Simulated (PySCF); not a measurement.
SiHF3, SMILES F[SiH](F)F. Heavy atoms are numbered as in [SiH:1]([F:2])([F:3])[F:4]. Hydrogens are named by the atom that carries them.

Geometry: B3LYP-D3(BJ)/def2-SVP.

Method: PBE0/pcSseg-2 (PySCF).

GIAO shieldings, no solvent; atoms alike by connectivity are averaged. δ = σ(ref) − σ: ²⁹Si against TMS (σ = 341.9 ppm); ¹⁹F against CFCl3 (σ = 165.8 ppm); ¹H against TMS (σ = 31.54 ppm), references at their B3LYP-D3(BJ)/def2-TZVP geometries, non-relativistic.

```json
[
 {"atoms": "Si1 (SiH)", "nucleus": "²⁹Si", "count": "1", "δ (ppm)": "-70.8"},
 {"atoms": "F2", "nucleus": "¹⁹F", "count": "3", "δ (ppm)": "-145.9"},
 {"atoms": "H on Si1", "nucleus": "¹H", "count": "1", "δ (ppm)": "[?]"}
]
```

### Question
Some entries are withheld; supply them. (The exact figures need the calculation; the answer reports its results.)

### Answer

- H on Si1, δ (ppm): 5.15
